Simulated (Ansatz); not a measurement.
Coupled-cluster diagnostics for the cluster Ga₂P₂⁻, Ansatz.

Geometry of the doublet (r2SCAN-D4/def2-SVPD):

```xyz
4

Ga   -0.453   -0.189    0.590
Ga    1.299    0.591   -1.671
P    -1.046   -2.212    1.094
P     0.201    1.810   -0.013
```

Correlated methods freeze 28 core orbitals; core or outer-core shells of Ga are correlated, in sets that lack core-valence functions. Another isomer (doublet) lies 0.40 eV lower at PBE0-D4/def2-TZVPD; other spin states weren't run for this one.

Question: Estimate the CCSD(T) correlation energy, the shares of MP2 and (T), T1 and the reference's ⟨S²⟩ for: charge -1, doublet, own geometry in def2-SVPD; and the rough time on 4 threads of Arm Neoverse V2 on a shared host.

Answer: 
```tsv
state	basis	correlation (eV)	MP2 share (%)	(T) share (%)	T1	⟨S²⟩ (pure)	wall time
charge -1, doublet, own geometry	def2-SVPD	-18.455	94.0	5.2	0.021	0.78 (0.75)	33 s
```
Customary marks for T1 are 0.02 (closed shells), 0.045 (open shells) and about 0.05 (3d metals). T1 exceeds 0.02 in 1 of 1 rows and 0.045 in 0; the higher it lies, the less the single-reference result can be trusted.
